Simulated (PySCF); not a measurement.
# Continuum solvent and chemical shifts

Cartesian coordinates in Å; atom numbers follow the order of the lines, from 1:
```xyz
21

C    -2.5112   -0.6152    0.5874
C    -2.1798    0.6406   -0.2062
C    -1.0067    0.4538   -1.1682
B     0.3893    0.1689   -0.4857
N     0.7834    0.5420    0.8312
C     2.0825   -0.0180    1.1471
C     2.6791   -0.3380   -0.2339
N     1.5109   -0.4766   -1.0804
H    -1.6417   -0.9533    1.1738
H    -2.7931   -1.4437   -0.0827
H    -3.3472   -0.4528    1.2854
H    -3.0775    0.9664   -0.7596
H    -1.9523    1.4674    0.4911
H    -0.8862    1.3627   -1.7869
H    -1.2359   -0.3541   -1.8865
H     0.1753    0.8197    1.5866
H     2.7256    0.6758    1.7146
H     1.9933   -0.9449    1.7486
H     3.3009   -1.2489   -0.2037
H     3.3342    0.4917   -0.5687
H     1.6384   -0.6765   -2.0613
```

GIAO PBE0/pcSseg-1 in PySCF 2.14 on one PBE0-D3(BJ)/def2-SVP conformer, non-relativistic, equivalent nuclei averaged. Solvents enter as an IEF-PCM continuum (acetone with ε = 20.5, acetonitrile with ε = 35.7) around the gas-phase geometry. Shifts are referred to TMS, BF3·OEt2 computed in the same medium.

Gas phase, δ in ppm: C6/C7 47.6, C2 21.0, C1 17.3, C3 14.8, B4 32.7, H17/H18/H19/H20 3.28, H16/H21 1.97, H12/H13 1.33, H9/H10/H11 0.89, H14/H15 0.73. Dipole moment 0.94 D.

Question: How does each δ change in the continuum?

Answer: 
```tsv
atoms	environment	Δδ, acetone	Δδ, acetonitrile
C6/C7	sp3 CH2 bonded to N	+0.7	+0.8
C2	sp3 CH2	+0.4	+0.4
C1	methyl carbon	+0.4	+0.4
C3	sp3 CH2 bonded to B	+0.6	+0.7
B4	boron bonded to C, 2 N, in a 5-membered ring	+0.7	+0.8
H17/H18/H19/H20	hydrogen on an sp3 CH2 bonded to N	+0.03	+0.03
H16/H21	hydrogen on a nitrogen bonded to C, B, in a 5-membered ring	+0.45	+0.46
H12/H13	hydrogen on an sp3 CH2	+0.01	+0.01
H9/H10/H11	hydrogen on a methyl carbon	-0.01	-0.01
H14/H15	hydrogen on an sp3 CH2 bonded to B	-0.01	-0.01
```

Changes are relative to the gas phase. The dipole moment becomes 1.15 D in acetone, 1.15 D in acetonitrile.

Question: Which of the listed nuclei move most (in ppm), and what does the model miss? (N and O are left out, as their reference compounds move with the solvent too.)

Answer: C6/C7 (sp3 CH2 bonded to N, +0.8 ppm) and B4 (boron bonded to C, 2 N, in a 5-membered ring, +0.8 ppm) in acetonitrile. A continuum only polarises the solute; specific hydrogen bonds, the anisotropy of aromatic solvents and changes of geometry or conformer are outside it.
